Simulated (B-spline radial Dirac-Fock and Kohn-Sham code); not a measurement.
**Two-hole binding energies of Hg⁵⁰⁺**

System: mercury as Hg⁵⁰⁺, configuration 1s2 2s2 2p6 3s2 3p6 3d10 4s2.

The computed values come from a radial B-spline solver: relaxed Dirac-Fock hole states (ΔSCF) with Breit and QED corrections and a finite nucleus. U is the two-hole binding energy less the two single-hole energies, the effective repulsion of the holes after relaxation. Each two-hole energy is an average over J within one jj subconfiguration.

| holes | E(a) (eV) | E(b) (eV) | E(ab) (eV) | U (eV) |
| --- | --- | --- | --- | --- |
| 1s⁻¹ 2p1/2⁻¹ | 85879.5 | 16944.3 | 103370.6 | 546.8 |
| 1s⁻¹ 3p3/2⁻¹ | 85879.5 | 5416.2 | 91481.0 | 185.3 |
| 2p1/2⁻¹ 3s⁻¹ | 16944.3 | 6146.7 | 23257.5 | 166.5 |
| 2s⁻¹ 3p3/2⁻¹ | 17574.7 | 5416.2 | 23151.5 | 160.6 |
| 2s⁻¹ 3d3/2⁻¹ | 17574.7 | 4983.4 | 22734.5 | 176.4 |
| 2s⁻¹ 3d5/2⁻¹ | 17574.7 | 4886.7 | 22633.1 | 171.6 |
| 2p1/2⁻¹ 3p3/2⁻¹ | 16944.3 | 5416.2 | 22527.2 | 166.7 |
| 2p1/2⁻¹ 3d3/2⁻¹ | 16944.3 | 4983.4 | 22103.3 | 175.7 |
| 2p1/2⁻¹ 3d5/2⁻¹ | 16944.3 | 4886.7 | ? | ? |
| 2p3/2⁻¹ 3s⁻¹ | 15009.6 | 6146.7 | 21319.5 | 163.1 |
| 2p3/2⁻¹ 3d3/2⁻¹ | 15009.6 | 4983.4 | 20171.7 | 178.7 |
| 2p3/2⁻¹ 3d5/2⁻¹ | 15009.6 | 4886.7 | 20066.8 | 170.5 |
| 3d3/2⁻² | 4983.4 | 4983.4 | 10109.5 | 142.7 |
| 3d3/2⁻¹ 3d5/2⁻¹ | 4983.4 | 4886.7 | 10012.5 | 142.4 |

Task: Give the missing two-hole energy and U.

Result: E(ab) = 22006.7 eV and U = 175.7 eV.
